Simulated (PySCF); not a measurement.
**Sm²⁺: excitation energy**

Sm²⁺ [Xe] 4f6 (7F) → Sm²⁺ [Xe] 4f5 5d1 (high-spin determinant), as a difference of total energies. Computed with PySCF 2.14 in cc-pVDZ-X2C (8s7p5d3f1g, 84 functions), with scalar relativity by spin-free X2C-1e. Correlated levels: valence: [Kr] 4d10 frozen; valence and next inner shell: [Ar] 3d10 frozen. The calculations carry no spin-orbit coupling.

```tsv
method	excitation energy (eV)
UHF	2.048
PBE0	3.733
r2SCAN	3.747
MP2 (valence)	3.451
SCS-MP2 (valence)	2.798
MP2 (valence and next inner shell)	3.598
SCS-MP2 (valence and next inner shell)	2.892
```

How much does correlation contribute at MP2 (valence and next inner shell)?

3.598 − (2.048) = 1.550 eV, measured against UHF.

A first-order spin-orbit estimate (lowest level to lowest level, LS coupling) adds -0.324 eV.

The determinant of the upper state mixes LS terms, which raises its energy above the lowest term, most at the Hartree-Fock and MP2 levels.
